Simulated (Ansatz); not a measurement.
`[NH2][SbH][SH]` and `[NH2][SbH2]` differ in one atom or group.

Ansatz, PBE0-D4/def2-TZVP geometries, multiplicity 1. Each molecule was computed in one conformer, which needn't be the lowest.

Elements past krypton have def2 core potentials.

| property | `[NH2][SbH][SH]` |
| --- | --- |
| ideal-gas entropy at 298 K and 1 bar (rigid rotor, harmonic PBE0-D4/def2-TZVP) / J/(mol·K) | 329 |
| size of the dipole moment (B3LYP/def2-TZVPP) / D | 2.26 |
| HOMO–LUMO gap (PBE0/def2-TZVPP) / eV | 6.22 |
| HOMO energy (B3LYP/def2-TZVPP) / eV | -6.82 |
| size of the dipole moment (PBE/def2-TZVPP) / D | 2.17 |
| HOMO–LUMO gap (PBE/def2-TZVPP) / eV | 4.34 |

**Question.** What does the change do to each property? (Best estimate.)

**Answer.** Computed: 
```json
{"property": "ideal-gas entropy at 298 K and 1 bar (rigid rotor, harmonic PBE0-D4/def2-TZVP) / J/(mol·K)", "`[NH2][SbH2]`": "278", "shift": "-51"}
{"property": "size of the dipole moment (B3LYP/def2-TZVPP) / D", "`[NH2][SbH2]`": "1.07", "shift": "-1.19"}
{"property": "HOMO–LUMO gap (PBE0/def2-TZVPP) / eV", "`[NH2][SbH2]`": "6.65", "shift": "0.43"}
{"property": "HOMO energy (B3LYP/def2-TZVPP) / eV", "`[NH2][SbH2]`": "-7.09", "shift": "-0.27"}
{"property": "size of the dipole moment (PBE/def2-TZVPP) / D", "`[NH2][SbH2]`": "1.05", "shift": "-1.12"}
{"property": "HOMO–LUMO gap (PBE/def2-TZVPP) / eV", "`[NH2][SbH2]`": "4.53", "shift": "0.19"}
```

With PBE0 the HOMO falls by 0.26 eV and the LUMO rises by 0.18 eV, so the gap widens by about 0.44 eV. PBE moves the HOMO by -0.06 eV and ωB97M-V by -0.30 eV. The zero-point energy changes by -6.7 kJ/mol with -3 modes. Dipoles are sizes alone; their direction can turn.

B3LYP here is the variant with VWN-RPA as its local correlation; programs differ in this.

Spin–orbit coupling is left out; it splits and shifts lone-pair levels of the heavy atoms by tenths of an eV.
